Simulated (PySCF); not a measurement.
Dipole moment (D) of eight silicon and germanium compounds: PBE beside PBE0, computed with PySCF for isolated molecules in the bases named; differences from unrounded values. The eight are the first of their class met in an unordered collection, after screening for sound electronic states; none was chosen by its value, except that the dipole had to exceed 0.05 D. Each molecule has one DFT geometry for both levels.

```tsv
molecule	basis	PBE0	PBE	difference
BH7OSi2, SMILES OB([SiH3])[SiH3]	def2-TZVP	1.77	1.78	0.01
C4H8OSi, SMILES [SiH]1(C)CC(C1)=O	def2-TZVP	4.09	3.90	-0.20
Ge(H)2(PH2)2 (GeH6P2), SMILES [GeH2]([PH2])[PH2]	def2-TZVPD	0.61	0.58	-0.03
Si(Br)(OH)2(NH2) (BrH₄NO₂Si), SMILES N[Si](O)(O)Br	def2-TZVP	1.90	1.90	-0.01
C5H12Si, SMILES [SiH3][C@@]1(C)[C@H](C)C1	def2-TZVP	1.02	1.05	0.03
F2GeH2S2, SMILES [F][Ge]([F])([SH])[SH]	def2-TZVP	3.10	2.93	-0.17
3-silylprop-2-yn-1-amine (C3H7NSi), SMILES NCC#C[SiH3]	def2-TZVP	0.38	0.44	0.06
C₂H₉FSi₃, SMILES F[C@H]1C[SiH2][Si@@H]1[SiH3]	def2-TZVP	1.49	1.32	-0.18
```

PBE lies below PBE0 in 5 and above it in 3 of the eight; the mean signed difference is -0.06 and the largest -0.20 D.
